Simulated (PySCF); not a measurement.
# Bond energies at PBE/def2-SVP beside a composite method

PySCF, lowest determinants of a PBE0 search. The composite is CCSD(T) extrapolated to the basis-set limit from two correlation-consistent sets, with core-valence (CV) and scalar-relativistic (SR) terms as its label shows; it has no spin–orbit coupling and nothing beyond (T).

| species | state (unpaired electrons) | De PBE (eV) | De composite (eV) | composite | dissociates to |
| --- | --- | --- | --- | --- | --- |
| GaF | singlet (closed shell) | 6.32 | 6.13 | CCSD(T)/CBS(DT)+CV | Ga + F |
| SbTe | doublet (π ↑) | 3.03 | 2.58 | CCSD(T)/CBS(DT) | Sb + Te |
| ZnI | doublet (σ ↑) | 1.55 | 1.22 | CCSD(T)/CBS(DT) | Zn + I |
| SiSb | doublet (π ↑) | 3.08 | 2.83 | CCSD(T)/CBS(DT) | Si + Sb |
| BiF | triplet (π ↑↑) | 4.06 | 3.88 | CCSD(T)/CBS(DT) | Bi + F |
| PbBr | doublet (π ↑) | 3.57 | 3.33 | CCSD(T)/CBS(DT) | Pb + Br |
| TeO | triplet (π ↑↑) | 4.47 | 4.06 | CCSD(T)/CBS(TQ) | Te + O |
| SH⁺ | triplet (π ↑↑) | 3.81 | 3.73 | CCSD(T)/CBS(TQ)+CV+SR | H + S⁺ |

Task: Does PBE bind more or less than the composite, by how much on average, and where is the difference largest?

Result: PBE/def2-SVP binds more on average, method and basis taken together: the mean signed difference is +0.27 eV and the mean absolute one 0.27 eV; it is largest for SbTe (+0.45 eV).

The molecules are drawn from runs that passed checks on state, spin purity and fit, so the hardest cases are missing and the errors look smaller than over all diatomics.

Correlated steps freeze the inner cores (5 to 13 orbitals); shallow outer-core shells are correlated. Spin–orbit coupling is left out, which matters for elements this heavy, above all for dissociation energies. For an ion De counts to the pair picked by the measured ionisation energies or electron affinities, which need not be the lowest pair at this level. Where the molecule has an RHF reference, its open-shell atoms are computed with UHF. The CCSD T1 diagnostic is raised in TeO, a sign that a single reference may not be enough there. States were picked by a PBE0 search and need not be the measured ground states.
